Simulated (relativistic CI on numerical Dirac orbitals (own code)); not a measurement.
**Electric-dipole lines of Sm32+**

These numbers are calculated, not measured: Dirac-Coulomb-Breit CI, KLI orbitals optimised for each configuration, QED by a radiative potential, unscaled Slater integrals (own radial code, finite nucleus).

Configurations in the expansion (outside the closed core [Ar]): 3d10.4s2, 3d10.4s.4p, 3d10.4p2, 3d10.4s.4d, 3d10.4d2, 3d10.4s.4f, 3d10.4p.4d, 3d10.4f2, 3d10.4p.4f, 3d10.4d.4f, 3d10.4s.5s, 3d10.4s.5p, 3d10.4s.5d, 3d10.4s.5f, 3d10.4s.5g, 3d10.4s.6s, 3d10.4s.6p, 3d10.4s.6d, 3d10.4s.6f, 3d10.4s.7s, 3d9.4s2.4p, 3d9.4s2.4d, 3d9.4s2.4f, 3d9.4s2.5s, 3d9.4s2.5p, 3d9.4s2.5d. Double excitations out of closed p, d and f shells are left out; levels of such configurations are missing from the list, as are those of other unlisted configurations, and high levels can miss mixing partners. These lack a partner that the ground configuration has and come out too high: 3d9.4s2.4p, 3d9.4s2.4d, 3d9.4s2.4f, 3d9.4s2.5s, 3d9.4s2.5p.

| λ vac (nm) | Lower | Upper | A (s⁻¹) | gf | Branching (%) |
| --- | --- | --- | --- | --- | --- |
| 0.94737 | 3d10.4s2 1S_0 [1] | 3d9.4s2.4f 1P°_1 [168] | 1.61e+14 | 6.49e+00 | 99.0 |
| 0.97520 | 3d10.4s2 1S_0 [1] | 3d9.4s2.4f 3D°_1 [160] | 2.22e+13 | 9.50e-01 | 98.2 |
| 2.2247 | 3d10.4s.4p 3P°_2 [4] | 3d10.4s.5d 3D_3 [80] | 1.56e+12 | 8.11e-01 | 82.4 |
| 2.5152 | 3d10.4s.4d 3D_1 [10] | 3d10.4s.5f 3F°_2 [94] | 2.47e+12 | 1.17e+00 | 81.8 |
| 2.5281 | 3d10.4s.4d 3D_2 [11] | 3d10.4s.5f 3F°_3 [95] | 2.24e+12 | 1.50e+00 | 74.3 |
| 2.5513 | 3d10.4s.4d 3D_3 [13] | 3d10.4s.5f 3F°_4 [96] | 2.99e+12 | 2.63e+00 | 97.9 |
| 2.6150 | 3d10.4s.4d 1D_2 [14] | 3d10.4s.5f 1F°_3 [97] | 2.26e+12 | 1.62e+00 | 75.2 |
| 3.2024 | 3d10.4s.4f 3F°_2 [27] | 3d10.4s.5g 3G_3 [99] | 5.69e+12 | 6.12e+00 | 90.4 |
| 3.2086 | 3d10.4s.4f 3F°_3 [28] | 3d10.4s.5g 3G_4 [100] | 5.69e+12 | 7.91e+00 | 90.4 |
| 3.2176 | 3d10.4s.4f 3F°_4 [29] | 3d10.4s.5g 3G_5 [101] | 5.97e+12 | 1.02e+01 | 94.8 |
| 3.2950 | 3d10.4s.4f 1F°_3 [30] | 3d10.4s.5g 1G_4 [102] | 4.42e+12 | 6.47e+00 | 70.3 |
| 7.9307 | 3d10.4s.4p 3P°_0 [2] | 3d10.4s.4d 3D_1 [10] | 2.26e+11 | 6.39e-01 | 61.4 |
| 8.0314 | 3d10.4s.4p 3P°_1 [3] | 3d10.4s.4d 3D_2 [11] | 2.52e+11 | 1.22e+00 | 74.9 |
| 8.0667 | 3d10.4p2 3P_0 [6] | 3d10.4p.4d 3D°_1 [16] | 4.41e+11 | 1.29e+00 | 86.3 |
| 8.1979 | 3d10.4p2 1D_2 [8] | 3d10.4p.4d 1F°_3 [21] | 3.34e+11 | 2.36e+00 | 80.8 |
| 8.2545 | 3d10.4p.4d 3F°_3 [17] | 3d10.4d2 1G_4 [37] | 2.14e+11 | 1.97e+00 | 70.3 |
| 8.2609 | 3d10.4p2 3P_1 [7] | 3d10.4p.4d 3D°_2 [19] | 1.79e+11 | 9.15e-01 | 41.7 |
| 8.4941 | 3d10.4p.4d 3D°_1 [16] | 3d10.4d2 3F_2 [35] | 4.26e+11 | 2.30e+00 | 59.0 |
| 8.5012 | 3d10.4p.4f 3G_3 [31] | 3d10.4d.4f 3H°_4 [54] | 2.78e+11 | 2.71e+00 | 86.5 |
| 9.1553 | 3d10.4p.4d 3F°_2 [15] | 3d10.4p.4f 3G_3 [31] | 2.01e+11 | 1.77e+00 | 83.9 |
| 9.3141 | 3d10.4d2 3F_2 [35] | 3d10.4d.4f 3G°_3 [62] | 3.33e+11 | 3.03e+00 | 50.7 |
| 9.3461 | 3d10.4p.4d 1F°_3 [21] | 3d10.4p.4f 3F_4 [45] | 2.25e+11 | 2.65e+00 | 46.3 |
| 9.3783 | 3d10.4s.4d 3D_1 [10] | 3d10.4s.4f 3F°_2 [27] | 2.24e+11 | 1.48e+00 | 86.2 |
| 9.4681 | 3d10.4p.4d 3F°_4 [20] | 3d10.4p.4f 3G_5 [44] | 1.27e+11 | 1.88e+00 | 44.9 |
| 9.4738 | 3d10.4p.4d 3D°_2 [19] | 3d10.4p.4f 1F_3 [42] | 2.20e+11 | 2.07e+00 | 58.1 |
| 9.5082 | 3d10.4s.4d 3D_2 [11] | 3d10.4s.4f 3F°_3 [28] | 2.29e+11 | 2.17e+00 | 85.9 |
| 9.7974 | 3d10.4p2 3P_2 [9] | 3d10.4p.4d 3D°_3 [25] | 2.49e+11 | 2.51e+00 | 72.4 |
| 9.8032 | 3d10.4s.4d 3D_3 [13] | 3d10.4s.4f 3F°_4 [29] | 2.70e+11 | 3.50e+00 | 100.0 |
| 9.8674 | 3d10.4s.4d 1D_2 [14] | 3d10.4s.4f 1F°_3 [30] | 4.18e+11 | 4.27e+00 | 87.3 |
| 9.8677 | 3d10.4s.4p 3P°_2 [4] | 3d10.4s.4d 3D_3 [13] | 2.16e+11 | 2.21e+00 | 100.0 |
| 9.9746 | 3d10.4p.4d 1P°_1 [26] | 3d10.4p.4f 1D_2 [50] | 2.83e+11 | 2.11e+00 | 66.0 |
| 10.027 | 3d10.4s.4p 1P°_1 [5] | 3d10.4s.4d 1D_2 [14] | 3.69e+11 | 2.78e+00 | 88.7 |
| 10.082 | 3d10.4p.4d 3F°_4 [20] | 3d10.4d2 3F_4 [40] | 1.67e+11 | 2.29e+00 | 65.4 |
| 10.103 | 3d10.4p2 3P_2 [9] | 3d10.4p.4d 3P°_2 [24] | 1.63e+11 | 1.25e+00 | 47.7 |
| 10.182 | 3d10.4p2 3P_1 [7] | 3d10.4p.4d 3P°_2 [18] | 1.59e+11 | 1.24e+00 | 69.4 |
| 10.239 | 3d10.4p.4f 3F_4 [45] | 3d10.4d.4f 3G°_5 [67] | 3.41e+11 | 5.89e+00 | 66.3 |
| 10.363 | 3d10.4p2 1D_2 [8] | 3d10.4p.4d 3F°_3 [17] | 8.54e+10 | 9.62e-01 | 75.5 |
| 10.383 | 3d10.4d.4f 3G°_5 [67] | 3d10.4f2 3H_6 [85] | 2.70e+11 | 5.67e+00 | 76.6 |
| 10.560 | 3d10.4p.4f 1G_4 [51] | 3d10.4d.4f 1H°_5 [74] | 4.37e+11 | 8.04e+00 | 80.6 |
| 10.759 | 3d10.4d.4f 1H°_5 [74] | 3d10.4f2 1I_6 [90] | 2.96e+11 | 6.68e+00 | 96.5 |
| 10.804 | 3d10.4p.4f 3G_5 [44] | 3d10.4d.4f 3H°_6 [59] | 1.73e+11 | 3.94e+00 | 99.9 |
| 10.891 | 3d10.4s2 1S_0 [1] | 3d10.4s.4p 1P°_1 [5] | 2.06e+11 | 1.10e+00 | 100.0 |
| 11.069 | 3d10.4s.4p 3P°_2 [4] | 3d10.4p2 3P_2 [9] | 9.41e+10 | 8.64e-01 | 46.9 |
| 11.209 | 3d10.4s.4f 1F°_3 [30] | 3d10.4p.4f 1G_4 [51] | 2.83e+11 | 4.80e+00 | 47.2 |
| 11.694 | 3d10.4s.4f 3F°_4 [29] | 3d10.4p.4f 3G_5 [44] | 1.56e+11 | 3.52e+00 | 55.1 |

Terms are leading LS components. Brackets give the number of a level in order of energy, since labels repeat. The list gives strong lines, with weight on those to low levels, without lines whose two gauges differ by over a factor of 2.5, among the lowest 168 of 202 levels, so that lines to higher ones, which can be the strongest, are missing. Levels whose partners in the same complex of configurations lie outside the list can be far off, and so can their lines. Rates are taken at the computed energies, electric ones in the length gauge.

At this charge energies of transitions that change n are usually good to better than 1 %, and those within a shell (Δn = 0) to a few per cent.

From the table, what is the radiative lifetime of 3d10.4p.4f 3G_5?

The listed rates from this level add up to about 2.83e+11 s⁻¹, 100 % of its decay; with all channels τ = 3.53e-12 s.

LS names give the leading component of a level, which can be under half, so a name can repeat, a term be missing and a line seem to break the LS rules.
